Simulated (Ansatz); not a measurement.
CH6O4Sn (`C[O][Sn]([OH])([OH])[OH]`). Charge 0, multiplicity 1. Sn takes the def2 core potential.

Cartesian coordinates in Å:
```
C 1.526 1.388 0.185
O 0.551 0.874 -0.700
Sn -0.685 -0.517 -0.146
O -2.054 -0.538 -1.523
O 0.052 -2.313 -0.011
O -1.301 -0.084 1.644
H 1.960 2.276 -0.281
H 2.333 0.667 0.363
H 1.100 1.681 1.151
H -2.033 0.258 -2.062
H -0.073 -2.824 -0.816
H -1.376 -0.868 2.195
```

Q: List the harmonic frequencies (cm⁻¹, unscaled) at PBE0-D4/def2-TZVP in Ansatz. (An estimate is asked.)

A: Ansatz gave: 46, 89, 98, 131, 147, 173, 182, 195, 225, 246, 266, 575, 637, 647, 660, 855, 869, 874, 1106, 1177, 1194, 1476, 1493, 1500, 3013, 3077, 3105, 3878, 3880, 3882.

Q: Is this a minimum?

A: Yes, all 30 modes are real.

Q: Give the ideal-gas thermochemistry at 298.15 K and 1 bar (rigid rotor, harmonic oscillator; point group C1, symmetry number 1).

A: Zero-point energy 213.5 kJ/mol; H(298) − E = 243.8 kJ/mol; entropy 427.6 J/(mol·K), of which translation 175.0, rotation 117.5, vibration 135.0; G(298) − E = 116.3 kJ/mol. Modes under 100 cm⁻¹ are hindered rotations or soft bends, so the harmonic entropy is rough.
